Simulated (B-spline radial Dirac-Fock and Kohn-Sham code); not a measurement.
How the binding energies of Yb⁶⁸⁺ add up

System: the Yb⁶⁸⁺ ion, 1s2; nuclear rms radius 5.3108 fm (A = 174).

Level of theory: Dirac-Fock (average of configuration) total-energy differences with a finite nucleus, the Breit interaction including its frequency dependence, and self-energy and vacuum-polarisation corrections; a B-spline atomic structure program. Electron correlation is not included. Energies are counted from the vacuum level.

All terms are in eV, carry their sign (relaxation lowers the binding energy) and add up to the binding energy; ⟨r⟩ is the mean radius of the orbital in the initial state.

```
subshell  −ε (Koopmans)  relaxation    Gaunt  retardation  self-energy  vacuum polarisation  binding energy  ⟨r⟩ (bohr)
      1s        70356.3       -1.95  -133.66         0.00      -123.80                22.05         70118.9       0.020
```

For the deepest level, K (1s), the Breit terms make up -0.191 % of the binding energy, QED -0.145 % and orbital relaxation -0.003 %.

Going to the tabulated ground configuration of the next ion removes an electron from K (1s), computed at 70118.9 eV. NIST lists 70123.04 ± 0.14 eV as the ionisation energy of this species (theoretical), +4.15 eV from the computed value.
